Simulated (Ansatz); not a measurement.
`CC(Br)BS`, relaxed with RKS PBE-D4/def2-SVP in Ansatz 0.2.0 from a rough embedded geometry. The force threshold is 0.03 eV/Å; the program also tests the step.

Total charge 0; spin multiplicity 1.

Start:

```xyz
11

C    -0.976    0.194   -0.818
C    -0.259    0.635    0.454
Br   -1.567    0.724    1.840
B     0.887   -0.408    0.942
S     2.424   -0.617   -0.218
H    -1.714    0.966   -1.101
H    -1.391   -0.785   -0.734
H    -0.180    0.217   -1.639
H     0.175    1.684    0.353
H     0.800   -0.989    1.880
H     1.803   -1.620   -0.959
```

```tsv
step	energy (eV)	largest force (eV/Å)	largest move (Å)
1	-83696.3212	4.318	0.000
2	-83696.6881	0.980	0.138
3	-83696.7450	0.337	0.062
4	-83696.7675	0.255	0.075
5	-83696.8429	1.048	0.196
6	-83696.9730	1.778	0.199
7	-83697.1805	1.792	0.197
8	-83697.4290	0.956	0.199
9	-83697.5387	0.231	0.200
10	-83697.5664	0.332	0.180
11	-83697.5819	0.480	0.185
12	-83697.6114	0.313	0.131
13	-83697.6378	0.181	0.200
14	-83697.6613	0.197	0.192
15	-83697.6789	0.216	0.195
16	-83697.6861	0.159	0.081
17	-83697.6898	0.123	0.094
18	-83697.6916	0.074	0.020
19	-83697.6919	0.033	0.011
20	-83697.6920	0.019	0.009
```

End:

```xyz
11

C    -0.754    0.392   -0.984
C    -0.234    0.576    0.426
Br   -1.522   -0.193    1.767
B     1.033   -0.215    0.949
S     1.768   -1.648    0.169
H    -1.720    0.912   -1.143
H    -0.906   -0.677   -1.236
H    -0.016    0.813   -1.701
H    -0.192    1.646    0.708
H     1.604    0.149    1.957
H     0.940   -1.753   -0.912
```

Run time 16 s (4 threads of an Intel Xeon 6975P-C on a shared host); peak host memory 0.2 GiB.
